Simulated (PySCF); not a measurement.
H₄OSiTe. Atoms are numbered in the order given.

```xyz
7

Te    -0.6087     0.1490     0.6496
H     -1.7259    -0.7797    -0.1796
O      0.9815    -0.6506    -0.2611
Si     1.4733    -0.1287    -1.7737
H      0.4228    -0.4032    -2.8038
H      2.7095    -0.8955    -2.0991
H      1.7675     1.3375    -1.7774
```
Charge 0, spin multiplicity 1.

The structure is a stationary point at PBE0-D3(BJ)/def2-SVP. The def2 effective core potentials stand for the cores of Te; spin–orbit coupling is left out.

Computed with PBE0/def2-TZVPD (PySCF).

Mulliken values depend strongly on the basis, most of all with diffuse functions as here. ESP charges are fitted to the potential on shells at 1.4 to 2.0 van der Waals radii. Atomic charges (e):

```
atom     ESP fit  Mulliken
----  ----------  --------
Te1   (withheld)      0.20
H2    (withheld)      0.10
O3         -0.31     -0.49
Si4         0.34      0.25
H5    (withheld)     -0.02
H6    (withheld)     -0.02
H7    (withheld)     -0.02
```

Problem. Complete the blanks. (The exact figures need the calculation; the answer reports its results.)

Solution. 
- Te1, ESP fit: 0.11
- H2, ESP fit: 0.06
- H5, ESP fit: -0.09
- H6, ESP fit: -0.04
- H7, ESP fit: -0.07
